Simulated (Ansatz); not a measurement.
Basis sets compared for CsF2⁻. The state is a singlet with charge -1. Geometry PBE0-D4/def2-TZVPD. Ansatz on 4 threads of Intel Xeon on a shared host; times are rough, and most runs start from earlier orbitals.

Cartesian coordinates in Å:
```
Cs 0.449 -0.273 0.074
F -0.848 -1.397 -1.911
F 0.400 1.670 1.837
```

In the def2 sets Cs takes a core potential; there is no spin–orbit coupling. The structure comes from a short search, and lower isomers may exist.

```tsv
level	functions	energy (Eh)	HOMO (eV)	LUMO (eV)	wall time
PBE-D4/def2-SVPD	73	-219.6483	-0.37	1.60	2.4 s
PBE0-D4/def2-SVPD	73	-219.6295	-2.09	1.64	2.2 s
```

Q: Estimate the rows for PBE-D4/def2-TZVPD, PBE0-D4/def2-TZVPD.

A: 
```tsv
level	functions	energy (Eh)	HOMO (eV)	LUMO (eV)	wall time
PBE-D4/def2-TZVPD	112	-219.8804	-0.41	2.14	3.2 s
PBE0-D4/def2-TZVPD	112	-219.8606	-2.09	2.41	3.4 s
```
